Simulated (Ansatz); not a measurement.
System: ethynyl(prop-2-ynyl)silane, C$_{5}$H$_{6}$Si (charge 0, singlet). SMILES: C#CC[SiH2]C#C
Coordinates optimised at B3LYP-D3(BJ)/def2-TZVP (Ansatz, a first-principles code):
```
Si
H 1 1.4768
H 1 1.4768 2 110.09
C 1 1.8277 2 109.23 3 -119.93
C 4 1.2060 3 149.52 1 -177.90
H 5 1.0639 3 158.68 1 -178.90
C 1 1.8940 2 109.77 3 120.95
H 7 1.0936 1 108.59 2 61.44
H 7 1.0936 8 106.98 1 -117.03
C 7 1.4491 8 110.92 9 -121.10
C 10 1.2009 9 152.41 7 -174.28
H 11 1.0619 8 161.89 7 178.22
```
Charge 0, spin multiplicity 1.

Quantity: atomisation energy (electronic, to ground-state atoms), in kcal/mol. Valence correlation only, unless marked. UHF or UKS for open shells. Spin-orbit coupling is left out. No relativistic terms. The coupled-cluster limit lacks core correlation, which all-electron functionals hold. CBS(X,Y): correlation extrapolated as X^-3; Hartree-Fock from the larger set.

| level | program | atomisation energy (kcal/mol) |
|---|---|---|
| BHLYP/def2-TZVPD | Ansatz | [?] |
| r2SCANh-D4/def2-TZVPD | Ansatz + dftd4 | [?] |
| SCS-MP2/aug-cc-pV(T+d)Z | Ansatz | 1204.7 |
| CCSD(T)/CBS(aug-cc-pV(T+d)Z,aug-cc-pV(Q+d)Z) | Ansatz | 1211.3 |

Problem. Complete the blanks.

Solution. 
- BHLYP/def2-TZVPD, atomisation energy (kcal/mol): 1168.1
- r2SCANh-D4/def2-TZVPD, atomisation energy (kcal/mol): 1206.1
